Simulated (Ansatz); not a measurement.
Start from `BCCCCl` and change one atom or group to get `CCCCCl`.

Ansatz, PBE0-D4/def2-TZVP geometries, multiplicity 1. Each molecule was computed in one conformer, which needn't be the lowest.

| property | `BCCCCl` |
| --- | --- |
| LUMO energy (PBE/def2-TZVPP) / eV | -2.35 |
| LUMO energy (PBE0/def2-TZVPP) / eV | -1.32 |
| size of the dipole moment (PBE/def2-TZVPP) / D | 1.72 |
| HOMO–LUMO gap (PBE/def2-TZVPP) / eV | 4.61 |
| HOMO–LUMO gap (PBE0/def2-TZVPP) / eV | 7.03 |
| HOMO–LUMO gap (B3LYP/def2-TZVPP) / eV | 6.53 |

Problem. Give the same properties after the change, and the shifts. (Best estimate.)

Solution. Computed: 
| property | `CCCCCl` | shift |
| --- | --- | --- |
| LUMO energy (PBE/def2-TZVPP) / eV | -0.11 | 2.24 |
| LUMO energy (PBE0/def2-TZVPP) / eV | 0.97 | 2.29 |
| size of the dipole moment (PBE/def2-TZVPP) / D | 1.91 | 0.19 |
| HOMO–LUMO gap (PBE/def2-TZVPP) / eV | 6.70 | 2.09 |
| HOMO–LUMO gap (PBE0/def2-TZVPP) / eV | 9.19 | 2.16 |
| HOMO–LUMO gap (B3LYP/def2-TZVPP) / eV | 8.62 | 2.09 |

With PBE0 the HOMO rises by 0.13 eV and the LUMO rises by 2.29 eV, so the gap widens by about 2.16 eV. PBE moves the HOMO by 0.14 eV and ωB97M-V by 0.12 eV. Dipoles are sizes alone; their direction can turn.

B3LYP here is the variant with VWN-RPA as its local correlation; programs differ in this.
